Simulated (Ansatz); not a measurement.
System: C4H6S, net charge 0, singlet state. 
Geometry from a B3LYP-D3(BJ)/def2-TZVP (Ansatz, a first-principles code) optimisation:
SMILES: C1=CCSC1
```xyz
11

C     -1.3436     0.0597    -0.0770
C     -0.7208    -1.3022    -0.0537
C      0.6008    -1.3627     0.0220
C      1.3435    -0.0632     0.0769
S      0.0562     1.2477     0.0148
H     -1.9152     0.2296    -0.9922
H     -2.0168     0.2132     0.7694
H     -1.3523    -2.1815    -0.0983
H      1.1506    -2.2959     0.0451
H      1.9270     0.0329     0.9953
H      2.0287     0.0492    -0.7663
```
Charge 0, spin multiplicity 1.

Computed values are from Ansatz. Valence correlation only, unless marked. UHF or UKS for open shells. Spin-orbit coupling is left out. No relativistic terms. CBS marks a two-point X^-3 extrapolation of the correlation energy; Hartree-Fock from the larger set. The bracket is a focal-point correction in the basis named.

Q: What is the dipole moment at CCSD(T)/aug-cc-pV(D+d)Z?

A: 1.80 D.

Q: What is the total energy at RI-MP2/CBS(aug-cc-pV(T+d)Z,aug-cc-pV(Q+d)Z)+[CCSD(T)-MP2]/aug-cc-pV(T+d)Z?

A: -553.5734 Eh.

Q: What is the T1 diagnostic at CCSD/aug-cc-pV(T+d)Z?

A: 0.011.

Q: What is the atomisation energy De at RI-MP2/CBS(aug-cc-pV(T+d)Z,aug-cc-pV(Q+d)Z)+[CCSD(T)-MP2]/aug-cc-pV(T+d)Z?

A: 1085.8 kcal/mol.
